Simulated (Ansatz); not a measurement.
`FC(=[Se])CS` → `[CH2]` (triplet) + `FC(S)=[Se]`  (formal loss of a carbene)

Gas-phase electronic energies from Ansatz, PBE0-D4/def2-TZVP geometries. CCSD(T)/CBS is the MP2 limit (def2-TZVPP, def2-QZVPP) plus CCSD(T) − MP2 in def2-TZVPP, frozen cores. This one scheme is used for every species. Functionals use def2-TZVPP. B3LYP here is the variant with VWN-RPA as its local correlation; programs differ in this. HSE06 is defined as in plane-wave codes. Triplets are unrestricted, without spin–orbit coupling. For Se outer-core shells are correlated without core-valence functions, which leaves a few kJ/mol of doubt a bond. Scalar relativity is left out up to krypton. Each species was taken in one conformer, which may not be the lowest.

```
             level  ΔE (eV)  difference from CCSD(T)/CBS
       LDA (SPW92)     5.10                         0.62
            PBE-D4     4.41                        -0.07
         revPBE-D4     4.29                        -0.19
           BLYP-D4     4.29                        -0.19
         r2SCAN-D4     4.12                        -0.36
            B97M-V     4.38                        -0.10
           PBE0-D4     4.38                        -0.10
          B3LYP-D4     4.33                        -0.15
        r2SCANh-D4     4.13                        -0.35
        r2SCAN0-D4     4.13                        -0.35
          HSE06-D4     4.38                        -0.10
          BHLYP-D4     4.27                        -0.21
      CAM-B3LYP-D4     4.41                        -0.07
           ωB97M-V     4.48                         0.00
            B2PLYP     4.32                        -0.16
          PBE-QIDH     4.41                        -0.07
              BLYP     4.13                        -0.35
              PBE0     4.32                        -0.16
             B3LYP     4.21                        -0.27
           r2SCANh     4.10                        -0.38
           r2SCAN0     4.11                        -0.37
             HSE06     4.32                        -0.16
             BHLYP     4.19                        -0.29
         CAM-B3LYP     4.35                        -0.13
RPA@PBE/def2-TZVPP     4.29                        -0.19
       HF/def2-SVP     3.11                        -1.37
      MP2/def2-SVP     4.36                        -0.12
     CCSD/def2-SVP     4.23                        -0.25
  CCSD(T)/def2-SVP     4.30                        -0.18
     HF/def2-TZVPP     3.03                        -1.45
    MP2/def2-TZVPP     4.47                        -0.01
SCS-MP2/def2-TZVPP     4.50                         0.02
   CCSD/def2-TZVPP     4.28                        -0.20
CCSD(T)/def2-TZVPP     4.37                        -0.11
     HF/def2-QZVPP     3.03                        -1.45
    MP2/def2-QZVPP     4.53                         0.05
SCS-MP2/def2-QZVPP     4.58                         0.10
      HF/CBS(def2)     3.03                        -1.45
     MP2/CBS(def2)     4.58                         0.10
    CCSD/CBS(def2)     4.39                        -0.09
       CCSD(T)/CBS     4.48                            0
```

(1) What do rigid-rotor, harmonic-oscillator terms from PBE0-D4/def2-TZVP frequencies (298.15 K, 1 bar) make of the CCSD(T)/CBS value? (Best estimate.)

Largest T1 diagnostic among the species: 0.016.

Answers

(1) Computed: ΔZPE = -0.30 eV, ΔH = +4.24 eV, ΔS = 160 J/(mol·K), ΔG = +3.75 eV. Open shells count their whole term as degenerate.

In def2-TZVPP, CCSD(T) changes the Hartree–Fock value by +1.35 eV (the triples alone add +0.09 eV) and MP2 by +1.44 eV. From BLYP to BHLYP (50 % exact exchange), in def2-TZVPP and without D4, ΔE moves by +0.06 eV.

CCSD(T)/CBS has its own doubt, a few kJ/mol and more with outer-core shells, so smaller differences from it don't rank the levels.
